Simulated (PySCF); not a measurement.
Polarisability and C₆ of Hf(3+) (hafnium, charge +3)

[Xe] 4f14 5d1, 2D determinant. Computed with PySCF 2.14 in x2c-TZVPPall with one added diffuse shell each of s, p, d, f type (12s8p8d4f1g, 113 functions), with the spin-free X2C one-electron Hamiltonian (Gaussian nucleus). Coupled (time-dependent) response in atomic units; α is the mean over directions.

```tsv
method	mean α (bohr³)	α xx, yy, zz	C₆ (like pair)	S(−4)
UHF	6.374	7.404, 7.404, 4.314	27.79	20.80
```

S(−4) is the Cauchy moment in α(ω) = α(0) + S(−4) ω² + …

Spin-orbit coupling is absent.

α(iu) at UHF:

```
u (hartree)  α(iu) (bohr³)
          0          6.374
     0.0500          6.323
      0.100          6.181
      0.200          5.736
      0.300          5.242
      0.500          4.393
      0.750          3.594
       1.00          2.983
       1.50          2.110
       2.00          1.537
       3.00         0.8889
       5.00         0.3900
```

A single London oscillator, α(iu) = α/(1 + u²/ω²), gives C₆ = (3/4) ω α². Matching the computed C₆ needs ω = 4 × 27.79 / (3 × 6.374²) = 0.912 hartree.

For an ion, C₆ is the dispersion term alone; charge-induced terms of lower order in 1/R come first.

The components differ because the open shell of this determinant is not spherical; for a pure term their mean is the scalar polarisability.

Spin-orbit coupling, absent here, splits the open shell strongly.
